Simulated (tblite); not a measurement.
C₄H₁₃NP₂Si.
Z-matrix (Å and degrees, GFN2-xTB geometry), rows numbered from 1:
```
P 
Si  1  2.2517
P   2  2.2548  1  111.93
N   2  1.7047  1  106.75  3  -115.74
C   4  1.4506  2  123.54  1   148.57
C   5  1.5335  4  105.76  2  -166.08
C   6  1.5285  5  103.65  4    17.65
C   4  1.4441  2  126.08  1   -23.48
H   1  1.3810  2   94.11  3  -154.69
H   1  1.3808  2   94.67  3   -61.95
H   2  1.4869  1  110.82  3   123.94
H   3  1.3810  2   94.00  1   157.88
H   3  1.3810  2   94.92  1    65.09
H   5  1.0956  4  110.87  2    72.81
H   5  1.0976  4  109.21  2   -45.53
H   6  1.0877  5  112.06  4   139.33
H   6  1.0905  5  110.07  4   -99.82
H   7  1.0901  6  110.28  5    82.09
H   7  1.0879  6  112.88  5  -155.49
H   8  1.0991  4  110.69  2   -97.60
H   8  1.0932  4  110.14  2    22.31
```

All values are computed: GFN2-xTB (tblite) harmonic vibrations without scaling, gas phase. The method is semi-empirical: single wavenumbers can be off by several per cent or more. Modes of hydrogen on phosphorus and silicon can be 10 to 20 % off. One conformer, not necessarily the lowest.

Harmonic wavenumbers (cm⁻¹): 38.4, 41.3, 95.1, 98.8, 102.0, 127.4, 143.1, 171.7, 234.2, 273.0, 388.7, 490.2, 520.9, 582.2, 605.2, 633.3, 680.0, 697.6, 700.5, 709.1, 785.9, 848.5, 894.7, 945.7, 982.9, 1010.9, 1080.4, 1101.5, 1125.1, 1143.6, 1149.7, 1153.8, 1179.7, 1209.6, 1215.7, 1250.5, 1286.6, 1309.8, 1314.1, 1329.2, 1472.5, 1480.3, 1487.8, 1502.3, 2018.6, 2319.1, 2320.5, 2399.6, 2407.1, 2866.7, 2874.8, 2917.8, 2946.7, 2988.1, 3003.9, 3020.2, 3024.0.

A = 1474, B = 873.9, C = 607.7 MHz; mass 165.029 u (most abundant isotopes); point group C1, symmetry number 1.

Question: Zero-point energy?

Answer: Half the sum of the wavenumbers: 35350 cm⁻¹ = 101.07 kcal/mol.

Question: Give the ideal-gas entropy at 298.15 K and 1 bar in the rigid-rotor, harmonic-oscillator model (classical rotation).

Answer: Translation 41.24, rotation 30.40, vibration 38.92: S = 110.6 cal/(mol K).

Question: And Cp and H(298.15 K) − H(0)?

Answer: Cp = 43.57 cal/(mol K), of which vibrations give 35.62 (their classical limit is 57 R = 113.3); H(298.15 K) − H(0) = 8.09 kcal/mol without the zero-point energy, 5.72 from vibrations.

Question: Blend soft modes into free rotors: weight 1/[1 + (100 cm⁻¹/ν̃)⁴] for the oscillator and the rest for a rotor with moment μB/(μ + B), μ = h/(8π²ν), B = 10⁻⁴⁴ kg m². What vibrational entropy results?

Answer: 34.90 cal/(mol K) in place of 38.92, which changes −T·S at 298.15 K by +1.20 kcal/mol.

Question: How do the functions run with temperature in this model?

Answer: 
| T (K) | S (cal/(mol K)) | Cp (cal/(mol K)) | H − H(0) (kcal/mol) | G − H(0) (kcal/mol) | ln q(vib) |
| --- | --- | --- | --- | --- | --- |
| 100 | 76.7 | 23.0 | 1.58 | -6.09 | 2.95 |
| 200 | 95.5 | 32.6 | 4.35 | -14.75 | 6.66 |
| 300 | 110.8 | 43.8 | 8.17 | -25.08 | 10.00 |
| 500 | 138.2 | 64.1 | 19.05 | -50.04 | 16.24 |
| 800 | 173.0 | 84.0 | 41.52 | -96.89 | 24.95 |
| 1000 | 192.7 | 92.6 | 59.22 | -133.51 | 30.29 |

q(vib) and H(0) count from the zero-point level.

Question: Which modes carry the vibrational entropy at 298.15 K?

Answer: 38.4 cm⁻¹: 5.34; 41.3 cm⁻¹: 5.20; 95.1 cm⁻¹: 3.55; 98.8 cm⁻¹: 3.48; 102.0 cm⁻¹: 3.42; 127.4 cm⁻¹: 2.98 cal/(mol K); the other 51 give 14.95 together.

Question: What must be added to the electronic energy to get the Gibbs energy at 298.15 K and 1 bar?

Answer: ZPE + [H(298.15 K) − H(0)] − T·S = 101.07 + 8.09 − 32.96 = 76.20 kcal/mol.

Hindered rotation and anharmonicity are outside this model. Other conformers, if any are populated, would add a mixing term that is left out. The structure is chiral; the term R ln 2 for an equal mix with its mirror image is left out.
